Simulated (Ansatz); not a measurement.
Ideal-gas functions of GeH₄N₂ (`[NH2][Ge][NH2]`) at 298.15 K and 1 bar, from an Ansatz frequency run at PBE0-D4/def2-TZVP.

Molar mass 104.66 g/mol, point group C2v (symmetry number 2), electronic degeneracy 1, moments of inertia 36.966, 66.997, 103.962 u Å². Harmonic wavenumbers (cm⁻¹, unscaled): 253, 256, 322, 350, 498, 662, 686, 692, 802, 1553, 1578, 3584, 3588, 3705, 3707.

Use S(trans) = R[1.5 ln M + 2.5 ln T − 1.1517]; rotational temperatures θ = 24.2544 K / I; S(rot) = R[ln(√π/σ · √(T³/θAθBθC)) + 1.5]; for each mode x = 1.438777 ν̃/T, S = R[x/(eˣ − 1) − ln(1 − e⁻ˣ)] and H = RT x/(eˣ − 1); 1 cm⁻¹ = 0.0119627 kJ/mol; R = 8.31446 J/(mol·K).

Task: By hand: the entropy, in J/(mol·K).

Result: Translation 166.9. Rotation: θ = 0.6561, 0.362, 0.2333 K, giving 94.6. Vibration, mode by mode: 7.15, 7.07, 5.44, 4.88, 2.77, 1.48, 1.35, 1.32, 0.86, 0.04, 0.04, 0.00, 0.00, 0.00, 0.00, in all 32.4. Electronic 0.0. Sum 293.9 J/(mol·K).

Task: By hand: H − E and G − E in kJ/mol, counted from the electronic energy.

Result: Zero-point energy ½ × 22236 × 0.0119627 = 133.0; thermal vibration 6.3; translation, rotation and pV give 4 RT = 9.9. H − E = 149.2 kJ/mol, and G − E = 149.2 − 298.15 × 293.9/1000 = 61.6 kJ/mol.

Vibration gives 11 % of the entropy. The sum counts one conformer and one mirror image; others add a mixing term.
